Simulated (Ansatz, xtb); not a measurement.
# Relative energy of two structures of Ge2H2

Structure X is `[Ge]=[GeH2]`, a singlet and structure Y is a singlet given by its coordinates. Both are isolated molecules in the gas phase, relaxed with PBE0-D3(BJ)/def2-SVP.

X (Å):

```yaml
atoms:
  - { symbol: Ge, position_ang: [-2.4760, 1.9042, -2.2984] }
  - { symbol: Ge, position_ang: [-0.9827, 0.8804, -0.8938] }
  - { symbol: H, position_ang: [0.1956, 1.5883, -0.1987] }
  - { symbol: H, position_ang: [-1.0171, -0.6118, -0.5132] }
```

Y (Å):

```yaml
atoms:
  - { symbol: Ge, position_ang: [1.0093, 0.1290, 0.7204] }
  - { symbol: Ge, position_ang: [-0.8367, 0.5971, -0.6676] }
  - { symbol: H, position_ang: [0.9103, 0.6272, -0.9804] }
  - { symbol: H, position_ang: [-0.1453, -0.9376, -0.1041] }
```

Close contacts (Å): Ge1–Ge2 2.36, Ge1–H3 1.78, Ge1–H4 1.78, Ge2–H3 1.78, Ge2–H4 1.78.

Problem. Estimate which is lower in electronic energy at CCSD(T)/def2-TZVPP, and by roughly how much.

Solution. The CCSD(T)/def2-TZVPP calculation puts structure Y lower, by 0.491 eV.

How the difference moves with the method:

```
               level              geometry  E(Y) − E(X) (eV)  departure from the last row (eV)  job, with rough time for the two
            GFN2-xTB              GFN2-xTB              −0.801                            −0.310             optimisation, 0.079 s
           HF/STO-3G              GFN2-xTB              +1.182                            +1.673              single point, 0.32 s
  r2SCAN-D4/def2-SVP              GFN2-xTB              −0.448                            +0.043               single point, 1.6 s
PBE0-D3(BJ)/def2-SVP  PBE0-D3(BJ)/def2-SVP              −0.613                            −0.122                optimisation, 14 s
       HF/def2-TZVPP  PBE0-D3(BJ)/def2-SVP              −0.257                            +0.234           part of the CCSD(T) run
      MP2/def2-TZVPP  PBE0-D3(BJ)/def2-SVP              −0.614                            −0.123           part of the CCSD(T) run
  CCSD(T)/def2-TZVPP  PBE0-D3(BJ)/def2-SVP              −0.491                                                  single point, 17 s
```

HF/STO-3G puts the two in the other order. The largest departure from CCSD(T)/def2-TZVPP is that of HF/STO-3G, 1.673 eV.

With harmonic frequencies from PBE0-D3(BJ)/def2-SVP (ideal gas, rigid rotor, one conformer each, 298.15 K, 1 atm): the zero-point term adds +0.009 eV; ΔH is −0.504 and ΔG −0.467 eV.

The correlated steps freeze 18 core orbitals; the filled d shell of Ge is correlated, in a basis made for valence electrons. Codes used: Ansatz 0.2.0, xtb 6.7.1; the last row on 1 thread of Intel(R) Xeon(R) 6975P-C (Granite Rapids) on a shared host.
